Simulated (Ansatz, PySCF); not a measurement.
Process, species as SMILES: FC1(F)CCO1 + 5 C (CH4) + O (H2O) → 2 CC (C2H6) [ethane] + 2 CF (CH3F) [fluoromethane] + 2 CO (CH4O) [methanol]
Geometries: B3LYP-D3(BJ)/def2-TZVP minima from Ansatz (a program for electronic structure), one conformer each, not searched for the lowest. Frequencies are from Ansatz or PySCF.
Geometry of the first species:
```xyz
10

F      1.3489     0.4191    -0.7938
C      0.3744     0.0737     0.0819
F      0.9919    -0.0711     1.2792
C     -0.8890     0.9275     0.0662
C     -1.5690    -0.3837    -0.3609
O     -0.2840    -1.0816    -0.3047
H     -0.8741     1.7204    -0.6758
H     -1.1699     1.3143     1.0414
H     -1.9768    -0.4061    -1.3700
H     -2.2730    -0.8128     0.3499
```
Charge 0, spin multiplicity 1.

Quantity: bond separation energy (enthalpy at 298 K, with B3LYP-D3(BJ) rigid-rotor harmonic-oscillator terms), in kJ/mol. Valence correlation only, unless marked. No spin-orbit coupling. Non-relativistic. CBS marks a two-point X^-3 extrapolation of the correlation energy; Hartree-Fock from the larger set. The bracket is a focal-point correction in the basis named.

```tsv
level	program	bond separation energy (kJ/mol)
HF-D3(BJ)/def2-TZVPD	PySCF + dftd3	102.5
B3LYP-D3(BJ)/def2-TZVPD	Ansatz + dftd3	118.8
TPSSh-D3(BJ)/def2-TZVPD	PySCF + dftd3	121.4
LC-wPBE-D4/def2-TZVPD	Ansatz + dftd4	…
B2GP-PLYP/def2-TZVPD	Ansatz	…
CCSD/STO-3G	Ansatz	92.8
RI-MP2/CBS(cc-pVTZ,cc-pVQZ)+[CCSD(T)-MP2]/cc-pVTZ	Ansatz	135.5
```

Problem. Some entries are withheld; supply them.

Solution. 
- LC-wPBE-D4/def2-TZVPD, bond separation energy (kJ/mol): 138.6
- B2GP-PLYP/def2-TZVPD, bond separation energy (kJ/mol): 128.6
